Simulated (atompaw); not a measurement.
## Ta: one change to a PAW (atompaw) potential, before and after

tantalum, PAW, made with atompaw 4.2.0.5 (PBE, scalar-relativistic). Core [Kr] 4d10 4f14, reference 5s2 5p6 5d3 6s1 6p0 (charge +1). Waves: 5s (bound): rc 1.75 bohr; 6s (bound): rc 1.55 bohr; 5p (bound): rc 1.90 bohr; 6p (bound, empty): rc 2.65 bohr; 5d (bound): rc 3.00 bohr; 5d channel at -0.25 Ry: rc 3.00 bohr; 5f channel at 0.05 Ry: rc 3.00 bohr. Local part: troulliermartins scheme with l = 4 at 0 Ry, radius 2.05 bohr. Core correction: smooth core density matched at 1.90 bohr. Augmentation charge: besselshape compensation charge, radius 2.95 bohr; PAW radius 3.00 bohr; waves and projectors: custom rrkj gramschmidtortho.

Change: reference 5s2 5p6 5d2 6s0 6p0; added wave 5f channel at 0.8 Ry: rc 2.50 bohr.

Cutoffs: the cutoffs (Ry, on a coarse ladder) from which the occupation-weighted sum of valence levels, in a spherical-Bessel basis at the reference potential, stays within 10 and 1 mRy of its value at 400 Ry; they do not see the model core or the augmentation charge, which bear on the density cutoff.

What does the change do?

The potential gets neither clearly harder nor softer (25 Ry and 40 Ry → 25 Ry and 40 Ry); the p channel sets the loose cutoff, while the largest relative change is in d, which becomes harder; the range in which the d phases agree widens (upper end -0.4 → 1.9); the range in which the f phases agree narrows (upper end 4.2 → 2.5); neither file shows a bound ghost.

```tsv
quantity	base	changed
cutoff, loose	25 Ry	25 Ry
cutoff, tight	40 Ry	40 Ry
loose cutoff by channel (10 mRy a level)	s 18 Ry, p 21 Ry, d 8 Ry	s 18 Ry, p 21 Ry, d 10 Ry
bound ghosts	none	none
s: phases at 3.02 bohr within 0.05 rad from the reference energy up to (Ry; the scan ends near 5)	n/a	n/a
p: phases at 3.02 bohr within 0.05 rad from the reference energy up to (Ry; the scan ends near 5)	1.5	0.6
d: phases at 3.02 bohr within 0.05 rad from the reference energy up to (Ry; the scan ends near 5)	-0.4	1.9
f: phases at 3.02 bohr within 0.05 rad from the reference energy up to (Ry; the scan ends near 5)	4.2	2.5
lowest overlap eigenvalue by channel	s 0.28, p 0.50, d 0.01, f 1.00	s 0.27, p 0.47, d 0.76, f 0.32
```

 The cutoffs see the waves, projectors and local potential, not the compensation charge or the core.
